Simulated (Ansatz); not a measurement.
Reaction (ligand exchange at the Si–O bond): `[SiH3]OC[SiH2]Cl` + `[NH2][AlH][SeH]` → `[SiH3][NH][AlH][SeH]` + `OC[SiH2]Cl`

Isolated molecules relaxed with PBE0-D4/def2-TZVP in Ansatz; ΔE leaves out vibrations. CBS: MP2 limit from def2 TZ/QZ plus the TZ coupled-cluster correction, frozen cores. DFT in def2-TZVPP. For Se outer-core shells are correlated without core-valence functions, which leaves a few kJ/mol of doubt a bond. Scalar relativity is left out up to krypton. One conformer a species, not always the lowest.

`[SiH3]OC[SiH2]Cl`:

Cartesian coordinates in Å:
```
Si -1.240 -1.786 -0.486
O -0.723 -0.231 -0.301
C 0.560 0.065 0.231
Si 0.710 1.940 0.262
Cl 2.562 2.419 1.024
H -1.266 -2.483 0.830
H -0.324 -2.531 -1.392
H -2.601 -1.707 -1.064
H 1.360 -0.369 -0.384
H 0.678 -0.341 1.245
H 0.609 2.493 -1.107
H -0.325 2.531 1.141
```

`[NH2][AlH][SeH]`:

Z-matrix (Å, degrees):
```
N
Al 1 1.762
H 1 1.007 2 123.9
H 1 1.007 2 125.8 3 -180.0
Se 2 2.323 1 117.5 3 179.9
H 2 1.577 1 120.7 3 -0.1
H 5 1.469 2 90.6 1 179.7
```

`[SiH3][NH][AlH][SeH]`:

Cartesian coordinates in Å:
```
Si -0.654 -1.618 0.125
N -0.841 0.001 -0.445
Al 0.249 1.396 -0.273
Se 2.241 1.072 0.862
H -1.730 -2.008 1.077
H 0.657 -1.689 0.821
H -0.666 -2.609 -0.987
H -1.702 0.177 -0.947
H -0.149 2.796 -0.883
H 2.596 2.482 0.648
```

`OC[SiH2]Cl`:

```xyz
9

O     1.064   -0.398   -1.328
C     0.347   -0.830   -0.186
Si   -0.385    0.612    0.777
Cl   -1.488    1.707   -0.586
H     0.482    0.155   -1.859
H     1.060   -1.360    0.454
H    -0.440   -1.552   -0.444
H    -1.300    0.157    1.854
H     0.660    1.510    1.319
```

| level | ΔE (kcal/mol) | difference from CCSD(T)/CBS |
| --- | --- | --- |
| PBE-D4 | 5.9 | -1.7 |
| PBE0-D4 | 6.3 | -1.3 |
| ωB97X-V | 7.9 | 0.3 |
| ωB97M-V | 7.6 | 0.0 |
| HF/def2-TZVPP | 11.0 | 3.4 |
| MP2/def2-TZVPP | 7.8 | 0.2 |
| CCSD(T)/def2-TZVPP | 7.6 | 0.0 |
| MP2/def2-QZVPP | 7.8 | 0.2 |
| SCS-MP2/def2-QZVPP | 8.5 | 0.9 |
| HF/CBS(def2) | 11.2 | 3.6 |
| CCSD(T)/CBS | 7.6 | 0 |

Largest T1 diagnostic among the species: 0.011.

The D4 term adds −1.1 kcal/mol with B3LYP and −0.5 kcal/mol with PBE0; it sums over pairs of atoms, weighted by their polarisabilities, and B3LYP, whose exchange is more repulsive, gets the larger term. In def2-TZVPP, CCSD(T) changes the Hartree–Fock value by −3.4 kcal/mol (the triples alone add −0.6 kcal/mol) and MP2 by −3.2 kcal/mol.

B3LYP here is the variant with VWN-RPA as its local correlation; programs differ in this.
